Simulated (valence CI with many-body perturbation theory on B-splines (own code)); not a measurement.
**Au²⁹⁺: E2, M1 decay**

Method: configuration interaction combined with many-body perturbation theory (CI+MBPT): four valence electrons over a frozen Dirac-Fock core [Kr] 4d10, radial functions for each j: 8 s, 8 p, 9 d, 9 f, 6 g, 3 h, 2 i, with the one-electron correlation potential Σ1, the two-electron term Σ2, the three-electron term Σ3, Breit, model QED; selected CI, second order for the rest (own B-spline code, finite nucleus).

The last digits are not significant, and no measured levels were compared; by estimate large intervals hold to a few tenths of a per cent, small ones and those within an open d or f shell to about a per cent. Core correlation moves these levels by up to 5900 cm⁻¹, and in measured spectra 5 to 20 % of such shifts remained as error; rates that hang on mixing are uncertain with them. Only levels of the ground parity were solved; by the run's estimate the other parity begins above the list, which can be wrong where configurations are misplaced.

Lines 51 to 100 of 120 in falling wavelength, among levels below 182120 cm⁻¹, chosen from the decays that carry over 1 % of a level's rate. Wavelengths and rates use the calculated energies. Electric multipoles are in the length gauge, E1 and E2 with the static RPA response of the core. Weak lines are less certain than strong ones. Lines between different terms over intervals too small for the method are left out, as are lines whose strength nearly cancels. Where a level lies close to another of its J and parity, the split of strength between their lines is uncertain.

Levels are named by their leading jj configuration (3d3/2^4 stands for four electrons in 3d with j = 3/2), which in mixed levels can hold well under half, so a name can repeat and another be missing. Letters in brackets count levels of one name in rising energy.

| λ vac (nm) | Upper | Lower | Type | A (s⁻¹) | Branch % |
| --- | --- | --- | --- | --- | --- |
| 259.5 | (4f5/2^4) J=2 | (4f5/2^4) J=4 | E2 | 2.82e-02 | 100.0 |
| 251.3 | (4f5/2^2 4f7/2^2) J=2 [a] | (4f5/2^3 4f7/2) J=3 [a] | M1 | 6.29e+02 | 27.5 |
| 249.7 | (4f5/2^2 4f7/2^2) J=1 | (4f5/2^3 4f7/2) J=2 [b] | M1 | 8.85e+02 | 49.2 |
| 248.0 | (4f5/2^2 4f7/2^2) J=2 [b] | (4f5/2^3 4f7/2) J=2 [b] | M1 | 8.91e+02 | 50.0 |
| 243.8 | (4f5/2^2 4f7/2^2) J=3 [a] | (4f5/2^3 4f7/2) J=3 [a] | M1 | 6.06e+02 | 29.7 |
| 239.7 | (4f5/2^2 4f7/2^2) J=7 [a] | (4f5/2^3 4f7/2) J=6 [a] | M1 | 1.07e+03 | 71.0 |
| 230.6 | (4f5/2^4) J=0 | (4f5/2^3 4f7/2) J=1 [a] | M1 | 5.96e-01 | 25.7 |
| 227.1 | (4f5/2^2 4f7/2^2) J=1 | (4f5/2^3 4f7/2) J=2 [a] | M1 | 2.08e+01 | 1.2 |
| 225.8 | (4f5/2^3 4f7/2) J=4 [b] | (4f5/2^3 4f7/2) J=5 [b] | M1 | 1.14e+02 | 9.9 |
| 225.6 | (4f5/2^2 4f7/2^2) J=2 [b] | (4f5/2^3 4f7/2) J=2 [a] | M1 | 9.89e+01 | 5.5 |
| 220.9 | (4f5/2^2 4f7/2^2) J=4 [c] | (4f5/2^3 4f7/2) J=3 [b] | M1 | 5.69e+01 | 4.8 |
| 220.8 | (4f5/2^2 4f7/2^2) J=6 [c] | (4f5/2^3 4f7/2) J=5 [b] | M1 | 1.98e+02 | 30.4 |
| 215.0 | (4f5/2^2 4f7/2^2) J=4 [b] | (4f5/2^3 4f7/2) J=4 [a] | M1 | 8.94e+02 | 31.4 |
| 211.4 | (4f5/2^2 4f7/2^2) J=3 [b] | (4f5/2^3 4f7/2) J=2 [b] | M1 | 2.05e+02 | 24.4 |
| 211.1 | (4f5/2^2 4f7/2^2) J=2 [b] | (4f5/2^3 4f7/2) J=3 [a] | M1 | 4.84e+01 | 2.7 |
| 210.8 | (4f5/2^2 4f7/2^2) J=6 [c] | (4f5/2^2 4f7/2^2) J=6 [a] | M1 | 2.24e+02 | 34.4 |
| 208.9 | (4f5/2^2 4f7/2^2) J=3 [b] | (4f5/2^3 4f7/2) J=3 [b] | M1 | 2.74e+02 | 32.7 |
| 205.8 | (4f5/2^2 4f7/2^2) J=2 [a] | (4f5/2^3 4f7/2) J=1 [a] | M1 | 9.40e+02 | 41.2 |
| 194.9 | (4f5/2^2 4f7/2^2) J=3 [b] | (4f5/2^3 4f7/2) J=2 [a] | M1 | 8.90e+01 | 10.6 |
| 193.3 | (4f5/2^2 4f7/2^2) J=4 [c] | (4f5/2^3 4f7/2) J=3 [a] | M1 | 9.95e+01 | 8.5 |
| 190.8 | (4f5/2^2 4f7/2^2) J=5 [a] | (4f5/2^3 4f7/2) J=4 [a] | M1 | 1.37e+02 | 15.2 |
| 187.6 | (4f5/2^2 4f7/2^2) J=9 | (4f5/2^3 4f7/2) J=8 | M1 | 8.34e+02 | 81.0 |
| 185.1 | (4f5/2^2 4f7/2^2) J=6 [a] | (4f5/2^3 4f7/2) J=5 [a] | M1 | 1.98e+03 | 87.4 |
| 184.0 | (4f5/2^2 4f7/2^2) J=3 [b] | (4f5/2^3 4f7/2) J=3 [a] | M1 | 1.02e+01 | 1.2 |
| 182.8 | (4f5/2^3 4f7/2) J=4 [a] | (4f5/2^4) J=4 | M1 | 1.27e+03 | 91.0 |
| 181.3 | (4f5/2^2 4f7/2^2) J=2 [c] | (4f5/2^3 4f7/2) J=3 [b] | M1 | 1.19e+03 | 34.5 |
| 179.7 | (4f5/2^3 4f7/2) J=4 [b] | (4f5/2^3 4f7/2) J=3 [b] | M1 | 8.39e+01 | 7.3 |
| 178.9 | (4f5/2^2 4f7/2^2) J=1 | (4f5/2^3 4f7/2) J=1 [a] | M1 | 8.64e+02 | 48.0 |
| 178.1 | (4f5/2^3 4f7/2) J=5 [b] | (4f5/2^3 4f7/2) J=5 [a] | M1 | 2.43e+02 | 31.6 |
| 178.1 | (4f5/2^2 4f7/2^2) J=2 [b] | (4f5/2^3 4f7/2) J=1 [a] | M1 | 6.55e+02 | 36.8 |
| 171.9 | (4f5/2^2 4f7/2^2) J=5 [b] | (4f5/2^3 4f7/2) J=4 [a] | M1 | 8.50e+02 | 48.0 |
| 170.7 | (4f5/2^2 4f7/2^2) J=2 [c] | (4f5/2^3 4f7/2) J=2 [a] | M1 | 1.19e+03 | 34.4 |
| 167.1 | (4f5/2^4) J=0 | (4f5/2^4) J=2 | E2 | 1.72e+00 | 74.2 |
| 164.4 | (4f5/2^2 4f7/2^2) J=4 [c] | (4f5/2^3 4f7/2) J=4 [a] | M1 | 7.37e+02 | 62.8 |
| 163.4 | (4f5/2^2 4f7/2^2) J=8 [b] | (4f5/2^3 4f7/2) J=7 | M1 | 3.45e+02 | 47.3 |
| 162.2 | (4f5/2^2 4f7/2^2) J=2 [c] | (4f5/2^3 4f7/2) J=3 [a] | M1 | 3.19e+02 | 9.3 |
| 161.0 | (4f5/2^3 4f7/2) J=4 [b] | (4f5/2^3 4f7/2) J=3 [a] | M1 | 5.06e+02 | 43.9 |
| 160.1 | (4f5/2^3 4f7/2) J=1 [b] | (4f5/2^3 4f7/2) J=1 [a] | M1 | 5.42e+00 | 1.5 |
| 159.2 | (4f5/2^2 4f7/2^2) J=4 [a] | (4f5/2^3 4f7/2) J=5 [a] | M1 | 1.72e+02 | 15.1 |
| 159.0 | (4f5/2^2 4f7/2^2) J=6 [b] | (4f5/2^3 4f7/2) J=7 | M1 | 1.99e+02 | 26.6 |
| 158.3 | (4f5/2^2 4f7/2^2) J=5 [a] | (4f5/2^3 4f7/2) J=6 [a] | M1 | 2.42e+02 | 26.7 |
| 157.6 | (4f5/2^2 4f7/2^2) J=3 [b] | (4f5/2^3 4f7/2) J=4 [a] | M1 | 7.39e+01 | 8.8 |
| 156.8 | (4f5/2^3 4f7/2) J=3 [a] | (4f5/2^4) J=4 | M1 | 1.61e+02 | 40.5 |
| 153.7 | (4f5/2^2 4f7/2^2) J=2 [a] | (4f5/2^4) J=2 | M1 | 4.09e+01 | 1.8 |
| 152.1 | (4f5/2^2 4f7/2^2) J=0 [a] | (4f5/2^3 4f7/2) J=1 [a] | M1 | 4.52e+02 | 92.5 |
| 145.1 | (4f5/2^2 4f7/2^2) J=5 [b] | (4f5/2^3 4f7/2) J=6 [a] | M1 | 9.82e+01 | 5.5 |
| 142.3 | (4f5/2^3 4f7/2) J=3 [b] | (4f5/2^4) J=4 | M1 | 1.86e+02 | 20.5 |
| 142.0 | (4f5/2^2 4f7/2^2) J=2 [c] | (4f5/2^3 4f7/2) J=1 [a] | M1 | 5.56e+02 | 16.2 |
| 140.4 | (4f5/2^3 4f7/2) J=4 [b] | (4f5/2^3 4f7/2) J=4 [a] | M1 | 4.21e+01 | 3.7 |
| 138.2 | (4f5/2^2 4f7/2^2) J=1 | (4f5/2^4) J=2 | M1 | 2.02e+01 | 1.1 |
